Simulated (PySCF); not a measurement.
# Static response to an electric field

Species: C7H10O.
Geometry (GFN2-xTB, Å), atoms numbered from 1 in this order:
```xyz
18
C7H10O angstrom
C      2.710   -0.009    0.995
C      1.421   -0.288    0.998
C      0.473    0.037   -0.119
C     -0.160   -1.229   -0.637
C     -1.453   -1.312   -0.918
O     -2.349   -0.294   -0.856
C     -1.773    0.984   -0.661
C     -0.651    0.959    0.372
H      3.351   -0.272    1.820
H      3.182    0.493    0.166
H      0.973   -0.798    1.841
H      1.031    0.532   -0.924
H      0.471   -2.097   -0.738
H     -1.931   -2.227   -1.239
H     -1.383    1.349   -1.622
H     -2.592    1.633   -0.343
H     -0.281    1.971    0.538
H     -1.048    0.574    1.314
```

Level: PBE0/def2-SVPD (PySCF), static field, nuclei fixed, core orbitals frozen in the response. The polarisability tensor in these axes (au):

```
x   107.77   0.50  12.14
y     0.50  77.53   1.96
z    12.14   1.96  71.18
```

Give the principal values, the mean and the anisotropy Δα = √{½[(α1 − α2)² + (α2 − α3)² + (α1 − α3)²]}.

Principal values 67.23, 77.79 and 111.46 au; mean 85.49 au = 12.67 Å³ = 14.10 × 10⁻⁴⁰ C²·m²/J; Δα = 40.01 au (47 % of the mean).

What is the dipole moment, and where does it point?

(0.59, 0.83, 0.14) D, 1.03 D in size, pointing from the negative to the positive side. Measured along this direction, the outermost atoms are H14 at the negative end and H10 at the positive end.

What are the principal values of the traceless quadrupole moment, Θ = ½Σq(3rr − r²1), about the centre of nuclear charge?

-4.33, 0.10, 4.23 D·Å. The values depend on the origin, since the dipole doesn't vanish. The electronic extent ⟨r²⟩ about the same centre is 1049 bohr², a root-mean-square distance of 2.21 Å for the 60 electrons.

In TDDFT the mean static polarisability is Σ f/ω² over all singlet excitations (ω in hartree). How much of it do the 6 lowest give? Their energies (eV) and oscillator strengths: 5.71, 0.1168; 6.10, 0.0137; 6.58, 0.0572; 6.82, 0.0297; 6.92, 0.0344; 7.00, 0.0719.

They add up to 5.99 au, 7.0 % of the 85.49 au; the largest single term is 2.65 au, from the state at 5.71 eV. Terms in order: 2.65, 0.27, 0.98, 0.47, 0.53, 1.09 au. Higher excitations give the rest. The strengths listed sum to 0.324.

Refractivity n − 1 of an ideal gas of it at 500 K and 1 atm, from the electronic α?

N = p/kT = 1.4678 × 10¹⁹ cm⁻³, so n − 1 = 2π × N × 12.67 × 10⁻²⁴ cm³ = 1168 × 10⁻⁶ at long wavelengths.

Estimate the molar refractivity from the static electronic polarisability.

Lorentz–Lorenz: R = (4π/3)N_A α = 2.5225 cm³/(mol·Å³) × 12.67 Å³ = 32.0 cm³/mol, in the limit of long wavelengths.

Rayleigh depolarisation ratio (linearly polarised light, static tensor)?

ρ = 3Δα²/(45ᾱ² + 4Δα²) = 4802.0/(328903 + 6402.7) = 0.0143.

The structure is a single GFN2-xTB conformer in the gas phase; no vibrational or solvent corrections.
